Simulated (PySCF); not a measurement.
# How the method moves the HOMO and LUMO of `B/C=C(\B)C`

C3H8B2.
Atom-mapped SMILES: `[BH2:1]/[CH:2]=[C:3](\[BH2:4])[CH3:5]` (hydrogens: H6, H7 on B1; H8 on C2; H9, H10 on B4; H11, H12, H13 on C5)

Cartesian coordinates in Å at the PBE0-D3(BJ)/def2-SVP level; atoms count from 1:
```xyz
13
C3H8B2 angstrom
B      1.7748   -0.2052   -0.7252
C      0.7674    0.8797   -0.5419
C     -0.2875    0.2458    0.0636
B      0.0646   -1.2975    0.2213
C     -1.5548    0.8689    0.5140
H      1.3918   -1.3791   -0.3500
H      2.9023   -0.2955   -1.1402
H      0.8105    1.9485   -0.7757
H     -0.4814   -2.0830   -0.5299
H      0.3181   -1.7125    1.3363
H     -1.7168    0.6584    1.5846
H     -2.4028    0.3948   -0.0100
H     -1.5903    1.9553    0.3468
```

Basis pcSseg-2 throughout (PySCF), one geometry. One conformer (not necessarily the lowest) at the PBE0-D3(BJ)/def2-SVP geometry, without solvent, vibrations or thermal averaging.

Question: How do the orbital energies, the gap and the dipole change with the method?

Answer: 
```csv
method,kind,HOMO (eV),LUMO (eV),gap (eV),μ (D),SCF cycles
BLYP,GGA,-6.45,-2.86,3.59,1.57,15
B97-D,GGA,-6.53,-2.85,3.68,1.57,14
OPBE,GGA,-6.55,-2.93,3.62,1.58,15
KT2,GGA,-6.59,-2.98,3.61,1.58,15
PBE,GGA,-6.59,-3.04,3.55,1.58,14
KT3,GGA,-6.61,-2.94,3.68,1.57,14
BP86,GGA,-6.67,-3.09,3.58,1.58,14
LDA,LDA,-6.69,-3.27,3.42,1.58,14
B97-2,global hybrid,-7.41,-2.07,5.34,1.54,13
B3LYP,global hybrid,-7.46,-2.26,5.20,1.53,14
PBE0,global hybrid,-7.66,-2.07,5.58,1.54,14
mPW1PW91,global hybrid,-7.68,-2.07,5.60,1.54,14
BHandHLYP,global hybrid,-8.57,-0.98,7.60,1.48,12
CAM-B3LYP,range-separated hybrid,-8.93,-0.96,7.97,1.49,12
wB97X-D,range-separated hybrid,-9.45,-0.25,9.21,1.49,13
HF,Hartree–Fock,-9.93,1.52,11.45,1.42,11
LC-wPBE,range-separated hybrid,-10.27,0.13,10.39,1.46,13
```

The HOMO spans 3.82 eV, from BLYP down to LC-wPBE, and the gap runs from 3.42 eV (LDA) to 11.45 eV (HF). Over the methods BLYP (0 %), B97-D (0 %), OPBE (0 %), KT2 (0 %), PBE (0 %), KT3 (0 %), BP86 (0 %), LDA (0 %), B97-2 (21 %), B3LYP (20 %), PBE0 (25 %), mPW1PW91 (25 %), BHandHLYP (50 %), HF (100 %), a straight line through the gap against the share of exact exchange rises by 0.79 eV for each 10 % (correlation coefficient 1.000). The dipole ranges from 1.42 D (HF) to 1.58 D (BP86). This basis has no diffuse functions.
